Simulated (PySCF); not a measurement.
Bond length, frequency and bond energy of NaSb by level of theory

State: ³Σ⁻ (triplet), unpaired electrons π ↑↑. Set-up: Na def2-SVP, Sb def2-SVP with ECP28; scalar-relativistic core potentials (PySCF 2.14). De refers to Na + Sb in their high-spin ground configurations, without counterpoise correction. The functionals are run spin-unrestricted. A positive dipole means Na(−)Sb(+).

```csv
Level,Re (Å),ωe (cm⁻¹),De (eV),μ (D)
ROHF,2.968,205,0.162,-8.41
ROHF-MP2,2.969,203,0.74,n/a
ROHF-SCS-MP2,2.976,200,0.75,n/a
ROHF-CCSD,2.993,191,0.79,n/a
ROHF-CCSD(T),3.000,189,0.83,n/a
PBE,2.947,193,1.28,-5.93
BP86,2.950,193,1.32,-6.18
TPSS,2.959,193,1.33,-6.60
r²SCAN,2.948,196,1.24,-6.84
B3LYP,2.932,200,1.28,-6.25
PBE0,2.931,200,1.18,-6.76
ωB97X,2.910,211,1.54,-7.98
```

Task: Which functional lies closest to ROHF-CCSD(T) in De, which farthest, and by how much do they differ from it?

Result: Closest is PBE0 (-6.9 pm in Re, +5.8 % in ωe, +0.35 eV in De against ROHF-CCSD(T) in the same basis), farthest ωB97X (-9.0 pm in Re, +11.6 % in ωe, +0.71 eV in De). CCSD(T) converges more slowly with the basis than the functionals do and binds too weakly in this one, so the order can change at the basis-set limit.

Task: What does a quarter of exact exchange do here, going from PBE to PBE0?

Result: PBE0 less PBE: -1.6 pm in Re, +3.6 % in ωe, -0.10 eV in De. Exact exchange removes part of the self-interaction that spreads semilocal densities, and in most molecules shortens and stiffens the bond and lowers De; so it does here.

Task: What does second-order correlation do here, going from ROHF to ROHF-MP2?

Result: ROHF-MP2 less ROHF: +0.1 pm in Re, -1.0 % in ωe, +0.58 eV in De. Correlation nearly always deepens the well. The bond length hardly moves.

Correlated steps freeze 5 core orbitals. Correlated levels converge slowly with the basis: in double zeta they bind strong bonds too weakly, by up to about 1 eV, and carry superposition errors of some tenths. These are scalar-relativistic numbers at best; spin–orbit coupling would shift them, the dissociation energy most. The state is the lowest determinant that a PBE0 search found; another state may lie lower at other levels.

The whole job (state search and all levels along the bond) took about 2 min on 1 thread of Arm Neoverse V2 (shared host), peak memory 0.47 GiB.
